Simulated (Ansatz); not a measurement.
Energy needed to pull apart CH2OTe (SMILES C1O[Te]1), closed shell, into free ground-state atoms, from the structure below (displaced at random from a GFN2-xTB minimum); no zero-point or spin–orbit terms; open-shell atoms are treated unrestricted, in their ground-state multiplicity.

C1  (0.175, 0.303, -0.183)
O2  (-0.722, -0.167, 0.813)
Te3  (0.455, -1.657, 0.487)
H4  (-0.387, 0.365, -1.115)
H5  (0.511, 1.094, 0.110)
(Å)

Program: Ansatz 0.2.0. Basis: def2-TZVPP. Cores are frozen in the correlated methods. Filled d shells of the heavier atoms are correlated. Core potentials replace the inner electrons of the atoms past krypton. The def2 sets are not built for correlating such inner shells, so the correlated values are less sure here.

| method | atomization energy (kJ/mol) |
| --- | --- |
| PBE-D4 | 1569 |
| r2SCAN-D4 | 1496 |
| PBE0-D4 | ? |
| CAM-B3LYP-D4 | 1482 |
| LC-wPBE | 1464 |
| wB97M-V | 1482 |
| HF | 830 |
| MP2 | 1495 |
| CCSD | ? |
| CCSD(T) | 1438 |

**Question.** What does CCSD give? (To be estimated.)

**Answer.** Computed: 1386 kJ/mol, which is about 52 kJ/mol less than CCSD(T)/def2-TZVPP.

**Question.** What does PBE0-D4 give? (An estimate is asked for; the value comes from the calculation.)

**Answer.** By the calculation: 1493 kJ/mol, which is about 55 kJ/mol more than CCSD(T)/def2-TZVPP.

In triple zeta the MP2 and coupled-cluster atomization energies are still short of their basis limit by a few kcal/mol a bond, whereas those of the functionals are nearly converged, so these differences are not deviations from converged CCSD(T).

T1 diagnostic: at most 0.015. The restricted Hartree–Fock reference is unstable towards an unrestricted one here.

For scale, one of the runs: CCSD(T)/def2-TZVPP forces, 140 basis functions (an equivalent command: `ansatz run in.yaml --threads 4`). Hardware: 4 CPU threads, shared host. Wall time 72 s; peak host memory 1.7 GiB.
